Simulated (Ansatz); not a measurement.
`C=[CH][Ga]([F])[Br]` + HCl → `[F][Ga]([Cl])[Br]` + ethylene at 400 K and 1 bar (ligand exchange at a Ga–C bond).

Calculated with Ansatz (gas phase, PBE0-D4/def2-TZVP geometries, no zero-point term in ΔE). CBS: MP2 limit from def2 TZ/QZ plus the TZ coupled-cluster correction, frozen cores. This one scheme is used for every species. For Br, Ga outer-core shells are correlated without core-valence functions, which leaves a few kJ/mol of doubt a bond. Scalar relativity is left out up to krypton. Each species was taken in one conformer, which may not be the lowest.

```
              species  CCSD(T)/CBS energy (Eh)  H − E (kJ/mol)  S (J/(mol·K))
`C=[CH][Ga]([F])[Br]`              -4675.04437           150.4          400.0
                  HCl               -460.38127            29.6          195.4
  `[F][Ga]([Cl])[Br]`              -5056.97994            36.2          363.3
                `C=C`                -78.48111           149.4          232.7
```

H − E and S are ideal-gas, rigid-rotor, harmonic terms from PBE0-D4/def2-TZVP, for one conformer and one mirror image of each species. 1 Eh = 2625.50 kJ/mol, R = 8.31446 J/(mol·K).

Problem. By hand: ΔE, ΔH, ΔS and ΔG.

Solution. ΔE = (-5056.97994) + (-78.48111) − (-4675.04437) − (-460.38127) = -0.03541 Eh = -93.0 kJ/mol. Δ(H − E) = 36.2 + 149.4 − 150.4 − 29.6 = 5.6, so ΔH = -87.4 kJ/mol. ΔS = 363.3 + 232.7 − 400.0 − 195.4 = 0.6 J/(mol·K). ΔG = -87.4 − 400 × (0.6)/1000 = -87.6 kJ/mol.

Problem. By hand: the equilibrium constant, and the temperature at which ΔG would vanish if ΔH and ΔS stayed fixed.

Solution. log₁₀ K = −ΔG/(RT ln 10) = 11.4. ΔH and −TΔS have one sign here, so there is no such temperature. One of them is within its doubt of zero, so this could turn.

The number of gas molecules stays the same, so ΔS is small and ΔH decides. A doubt of 5 kJ/mol in ΔE shifts log₁₀ K by 0.7 here. Other conformers and mirror images would add mixing entropy, several J/(mol·K) or more a flexible species. These are equilibria of isolated gas molecules and say nothing of rates. Largest T1 diagnostic: 0.012 (customary marks: 0.02 for closed shells, 0.045 for open ones).
